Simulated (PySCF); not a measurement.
Compound: CH4BCl2O (charge -1).
Geometry (PBE0-D3(BJ)/def2-SVP, Å), atoms numbered from 1 in this order:
```
atom  x, y, z in Å
O1    -0.8061    1.7170   -0.9305
B2    -0.2130    0.6049   -0.2635
Cl3   -1.0140   -1.1213   -0.9310
C4     1.3471    0.3128   -0.6185
Cl5    2.4688    1.6763   -0.1236
H6    -0.5413    1.6960   -1.8546
H7    -0.4338    0.6537    0.9457
H8     1.7314   -0.5826   -0.1099
H9     1.5192    0.1811   -1.7004
```

The closed-shell ground state was solved at several levels (PySCF, density fitting, gas phase, non-relativistic). The geometry's basis has no diffuse functions, a weakness for an anion. Where the HOMO energy is positive, the finite basis confines the outermost electrons. No diffuse functions stand in 6-31G, STO-3G and pcSseg-2, which bears on an anion's orbital energies.

```json
{"level": "wB97X-D/pcSseg-2", "basis functions": "250", "total energy (Eh)": "-1061.1981", "HOMO (eV)": "-4.64", "LUMO (eV)": "6.17", "gap (eV)": "10.81"}
{"level": "B97-2/pcSseg-2", "basis functions": "250", "total energy (Eh)": "-1061.2610", "HOMO (eV)": "-2.49", "LUMO (eV)": "4.55", "gap (eV)": "7.04"}
{"level": "B3LYP/pcSseg-2", "basis functions": "250", "total energy (Eh)": "-1061.2876", "HOMO (eV)": "-2.54", "LUMO (eV)": "4.22", "gap (eV)": "6.76"}
{"level": "PBE/pcSseg-2", "basis functions": "250", "total energy (Eh)": "-1060.6957", "HOMO (eV)": "-1.39", "LUMO (eV)": "3.76", "gap (eV)": "5.15"}
{"level": "KT3/pcSseg-2", "basis functions": "250", "total energy (Eh)": "-1069.4916", "HOMO (eV)": "-1.49", "LUMO (eV)": "3.69", "gap (eV)": "5.18"}
{"level": "PBE0/STO-3G", "basis functions": "37", "total energy (Eh)": "-1048.7805", "HOMO (eV)": "1.44", "LUMO (eV)": "9.44", "gap (eV)": "8.00"}
{"level": "PBE0/6-31G", "basis functions": "61", "total energy (Eh)": "-1060.5581", "HOMO (eV)": "-2.45", "LUMO (eV)": "5.44", "gap (eV)": "7.89"}
```

(1) What might CAM-B3LYP/pcSseg-2 (250 basis functions) give for the same quantities?

(2) Over all these levels, which gives the widest orbital gap and which the narrowest?

(3) In the pcSseg-2 basis, how does the gap go with the fixed share of exact exchange?

Answers

(1) Total energy -1061.2155 Eh, HOMO -4.16 eV, LUMO 5.18 eV, gap 9.34 eV.

(2) wB97X-D/pcSseg-2 (range-separated hybrid) has the widest, 10.81 eV, and PBE/pcSseg-2 (GGA) the narrowest, 5.15 eV. The two share the basis. From the narrowest to the widest the HOMO moves by -3.25 eV and the LUMO by +2.41 eV.

(3) PBE (0 %) 5.15 eV; KT3 (0 %) 5.18 eV; B3LYP (20 %) 6.76 eV; B97-2 (21 %) 7.04 eV. Each rise in the share widens the gap here.

One conformer stands for the species.

The pairwise dispersion term of wB97X-D wasn't added to the energies; at a given geometry it leaves orbitals and properties as they are.
